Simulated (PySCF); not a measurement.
# K (potassium, neutral) across methods

[Ar] 4s1, 2S determinant. All numbers are calculated (PySCF 2.14, scalar relativity by spin-free X2C-1e, in dyall-acv3z (25s18p7d3f, 135 functions)).

```
method  E (hartree)  mean ε 3p α (eV)  mean ε 3p β (eV)  mean ε 4s α (eV)  Σ⟨r²⟩ (bohr²)   ⟨S²⟩
r2SCAN     -602.197           -19.462           -19.409            -2.581          48.04  0.750
  PBE0     -602.067           -20.843           -20.768            -2.998          48.10  0.750
   M06     -602.216           -20.686           -20.644            -2.755          47.05  0.751
   LDA     -600.494           -18.800           -18.727            -2.628          46.60  0.750
  BLYP     -602.250           -18.542           -18.486            -2.414          47.10  0.750
 wB97X     -602.236           -23.495           -23.482            -4.087          49.32  0.750
   UHF   -601.46435           -25.958           -25.912            -4.033          50.90  0.750
   PBE     -602.028           -18.785           -18.699            -2.541          47.79  0.750
```
